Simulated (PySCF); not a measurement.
Distorted geometries of [Yb(H2S)]3+

[Yb(H2S)]3+ (singlet in the valence; each metal's 4f electrons, 13 of them, lie in its core potential, out of spins and levels). PySCF 2.14.0, RKS TPSS, Yb lcecp-1-SVP with ECP59, S def2-SVP, H def2-SVP; non-relativistic Hamiltonian with scalar-relativistic core potentials where named; density fitting; no spin-orbit coupling. Relaxed geometry:

```xyz
4

Yb    0.0000    0.0175   -0.3685
S     0.0000   -0.0186    2.3438
H     1.0554    0.7360    2.8334
H    -1.0554    0.7360    2.8334
```

Question: Order these distorted geometries by energy above the relaxed one, lowest first.
A.
```xyz
4

Yb    0.0358    0.2102   -0.3836
S    -0.1540   -0.0216    2.3395
H     0.9198    0.6421    2.8073
H    -0.8016    0.6402    2.8789
```
B.
```xyz
4

Yb   -0.0013    0.0163   -0.4153
S     0.0108   -0.0091    2.3463
H     1.0705    0.7582    2.8304
H    -1.0800    0.7055    2.8807
```
C.
```xyz
4

Yb   -0.0013    0.0597   -0.3536
S    -0.0017    0.0480    2.3510
H     1.1168    0.6771    2.7838
H    -1.1138    0.6862    2.8609
```

Answer: B (0.02 eV), C (0.07 eV), A (2.10 eV).

Question: Which forces (eV/Å) act in the one that lies 2.10 eV up?

Answer: 
```
Yb   -0.18   0.07   0.00
S     9.85 -10.28  -8.01
H     1.12   0.09   0.21
H   -10.80  10.11   7.79
```
Forces carry noise of the integration grid, about 0.01 to 0.03 eV/Å.

No frequency check is given that shows the relaxed geometry to be a minimum. An lcecp potential fixes the number of 4f electrons, so in runs with it no electron can move into or out of that shell.
